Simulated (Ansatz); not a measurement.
[TcS4]- (TcS₄⁻). The state is a singlet with charge -1. Geometry relaxed at PBE0-D4/def2-SVPD.

```xyz
5

Tc    0.000    0.000    0.000
S    -0.498   -2.034   -0.345
S    -1.710    1.037    0.710
S     0.661    0.884   -1.813
S     1.548    0.114    1.447
```

In the def2 sets Tc takes a core potential; there is no spin–orbit coupling. The restricted singlet is unstable towards broken spin symmetry in Hartree–Fock (as tested in another run); at PBE0-D4/def2-SVPD this wasn't settled.

Problem. Estimate the harmonic wavenumbers at RKS PBE0-D4/def2-SVPD (Ansatz, unscaled). Is this a minimum?

Solution. 179, 179, 195, 195, 195, 497, 521, 521, 521 cm⁻¹. Yes, no mode is imaginary beyond noise. Zero-point energy 18.0 kJ/mol. Run time 3.6 min (2 threads of Arm Neoverse N1 on a shared host).
